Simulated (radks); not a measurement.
The bromine anion Br-, [Kr], held by a Watson sphere: a shell of charge +1 at radius R that stands for the Madelung well of a crystal (potential energy -1/R inside, -1/r outside, in hartree with lengths in bohr). All-electron calculation, scalar-relativistic Kohn-Sham, LDA (Slater exchange, Perdew-Wang correlation), spin-polarised, spherical densities, point nucleus. Program: a radial shooting solver on a logarithmic mesh with Libxc functionals. Response by self-consistent Sternheimer equations with the Hartree and adiabatic LDA kernel, the relativistic mass of each level held fixed and spin-orbit coupling left out. The sphere does not respond.

[
 {"R (bohr)": "2.83", "e(3d) (eV)": "-65.251", "e(4s) (eV)": "-19.500", "e(4p) (eV)": "-7.685", "<r> 4p (bohr)": "2.192", "sum of <r^2> (bohr^2)": "48.43", "X-ray form factor at sin(theta)/lambda = 0.2 1/angstrom": "27.797", "alpha (bohr^3)": "29.41"},
 {"R (bohr)": "3.16", "e(3d) (eV)": "-64.926", "e(4s) (eV)": "-19.021", "e(4p) (eV)": "-7.247", "<r> 4p (bohr)": "2.220", "sum of <r^2> (bohr^2)": "49.52", "X-ray form factor at sin(theta)/lambda = 0.2 1/angstrom": "27.768", "alpha (bohr^3)": "32.32"},
 {"R (bohr)": "3.42", "e(3d) (eV)": "-64.665", "e(4s) (eV)": "-18.671", "e(4p) (eV)": "-6.912", "<r> 4p (bohr)": "2.239", "sum of <r^2> (bohr^2)": "50.27", "X-ray form factor at sin(theta)/lambda = 0.2 1/angstrom": "27.754", "alpha (bohr^3)": "34.61"},
 {"R (bohr)": "4.01", "e(3d) (eV)": "-64.077", "e(4s) (eV)": "-17.960", "e(4p) (eV)": "-6.209", "<r> 4p (bohr)": "2.271", "sum of <r^2> (bohr^2)": "51.61", "X-ray form factor at sin(theta)/lambda = 0.2 1/angstrom": "27.739", "alpha (bohr^3)": "39.64"},
 {"R (bohr)": "4.72", "e(3d) (eV)": "-63.423", "e(4s) (eV)": "-17.237", "e(4p) (eV)": "-5.479", "<r> 4p (bohr)": "2.296", "sum of <r^2> (bohr^2)": "52.73", "X-ray form factor at sin(theta)/lambda = 0.2 1/angstrom": "27.734", "alpha (bohr^3)": "45.03"},
 {"R (bohr)": "4.85", "e(3d) (eV)": "-63.312", "e(4s) (eV)": "-17.119", "e(4p) (eV)": "-5.359", "<r> 4p (bohr)": "2.299", "sum of <r^2> (bohr^2)": "52.89", "X-ray form factor at sin(theta)/lambda = 0.2 1/angstrom": "27.734", "alpha (bohr^3)": "45.92"},
 {"R (bohr)": "4.95", "e(3d) (eV)": "-63.228", "e(4s) (eV)": "-17.031", "e(4p) (eV)": "-5.270", "<r> 4p (bohr)": "2.301", "sum of <r^2> (bohr^2)": "53.00", "X-ray form factor at sin(theta)/lambda = 0.2 1/angstrom": "27.734", "alpha (bohr^3)": "46.58"},
 {"R (bohr)": "5.08", "e(3d) (eV)": "-63.123", "e(4s) (eV)": "-16.919", "e(4p) (eV)": "-5.157", "<r> 4p (bohr)": "2.304", "sum of <r^2> (bohr^2)": "53.14", "X-ray form factor at sin(theta)/lambda = 0.2 1/angstrom": "27.733", "alpha (bohr^3)": "47.41"}
]
